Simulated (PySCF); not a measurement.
# Computed records: CH$_{4}$AlBCl

All values are calculated (PySCF 2.14.0). Calculation on a computer-drawn molecule: optimised geometry and harmonic frequencies of an isolated molecule of the commonest isotopes, restricted reference for singlets and unrestricted otherwise, frozen core in MP2.

```json
{"formula": "CH4AlBCl", "start_structure": {"atoms_angstrom": [["B", -0.145, 1.6765, 1.2314], ["C", -1.4336, 1.647, 0.8523], ["Al", -2.2314, 3.4409, -0.0131], ["Cl", -3.8347, 4.2447, 0.9198], ["H", 1.0221, 1.7328, 1.5295], ["H", -1.6524, 1.0173, -0.0219], ["H", -2.2115, 1.4907, 1.5567], ["H", -1.5432, 3.6394, -1.3978]]}, "given": {"charge": 1, "multiplicity": 1, "method": "HF", "basis": "cc-pV(D+d)Z", "drawn_bonds_atom": [1, 2, 3, 1, 2, 2, 3], "drawn_bonds_other_atom": [2, 3, 4, 5, 6, 7, 8], "drawn_bonds_order": [1, 1, 1, 1, 1, 1, 1]}, "results": {"optimised_atom_element": ["B", "C", "Al", "Cl", "H", "H", "H", "H"], "optimised_atom_x [angstrom]": [-0.4002, -1.354, -2.325, -2.241, 0.3681, -0.9019, -2.182, -2.994], "optimised_atom_y [angstrom]": [1.856, 1.565, 3.277, 4.777, 2.143, 1.085, 0.9521, 3.235], "optimised_atom_z [angstrom]": [1.553, 0.509, -0.1242, 1.313, 2.393, -0.3679, 0.8992, -1.518], "modes_frequency [cm^-1]": [40.45, 102.1, 254.9, 412.4, 480.0, 497.6, 569.4, 609.7, 713.5, 829.1, 937.9, 1025, 1246, 1462, 2141, 2970, 3142, 3225], "modes_reduced_mass [dalton]": [1.978, 5.01, 3.661, 1.166, 4.94, 1.248, 5.818, 1.17, 1.191, 1.25, 1.383, 1.357, 2.303, 1.479, 1.044, 1.119, 1.062, 1.098], "rotational_constants [GHz]": [7.57, 2.875, 2.131], "total_energy [hartree]": -766.0959, "convergence_status_largest_gradient_component [hartree/bohr]": 3.823e-05}}
```
